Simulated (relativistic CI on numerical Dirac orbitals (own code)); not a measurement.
## Slater and spin-orbit integrals, Re³⁴⁺

These numbers are calculated, not measured: Dirac-Coulomb-Breit CI, orbitals from a KLI potential per configuration, a model potential for QED, unscaled Slater integrals (own radial code, finite nucleus).

Slater integrals F^k, G^k are unscaled and averaged over j, outside the closed core [Ar] 3d10; ζ comes from projecting the Hamiltonian with its Breit term on Σ l·s of the shell.

- 4s²4p⁶4d⁵: F^2(4d,4d) = 237940, F^4(4d,4d) = 161980, ζ(4d) = 61500 cm⁻¹; <r>(4d) = 0.4221, <r^2>(4d) = 0.2037 (bohr units).
- 4s²4p⁶4d⁴4f: F^2(4d,4d) = 237800, F^4(4d,4d) = 161880, ζ(4d) = 61440, F^2(4d,4f) = 239080, F^4(4d,4f) = 155780, G^1(4d,4f) = 245950, G^3(4d,4f) = 169900, G^5(4d,4f) = 124950, ζ(4f) = 10636 cm⁻¹; <r>(4d) = 0.4224, <r^2>(4d) = 0.204, <r>(4f) = 0.3979, <r^2>(4f) = 0.1797 (bohr units).
- 4s²4p⁵4d⁶: ζ(4p) = 499290, F^2(4d,4d) = 237880, F^4(4d,4d) = 161930, F^2(4p,4d) = 239410, G^1(4p,4d) = 297480, G^3(4p,4d) = 190420, ζ(4d) = 61268 cm⁻¹; <r>(4p) = 0.4191, <r^2>(4p) = 0.1988, <r>(4d) = 0.4222, <r^2>(4d) = 0.2038 (bohr units).

(1) Give the Racah parameters of the d shell in 4s²4p⁶4d⁵.

Averages of the first 9 configurations, taken without configuration mixing, which lowers the lowest level and can move excited configurations by several eV; other configurations of the list can lie among them:

```csv
Configuration,Parity,States,Average energy above the lowest level (eV)
4s²4p⁶4d⁵,even,252,41.6
4s²4p⁶4d⁴4f,odd,2940,253.4
4s²4p⁵4d⁶,odd,1260,258.3
4s4p⁶4d⁵4f,odd,7056,642.7
4p⁶4d⁷,even,120,829.1
4p⁵4d⁸,odd,270,1042.5
4s²4p⁶4d³5s²,even,120,957.0
4s²4p⁶4d²4f5s²,odd,630,1168.3
4s4p⁶4d³4f5s²,odd,3360,1558.4
```

Answers

(1) B = F²/49 − 5F⁴/441 = 3019 cm⁻¹ and C = 35F⁴/441 = 12855 cm⁻¹.
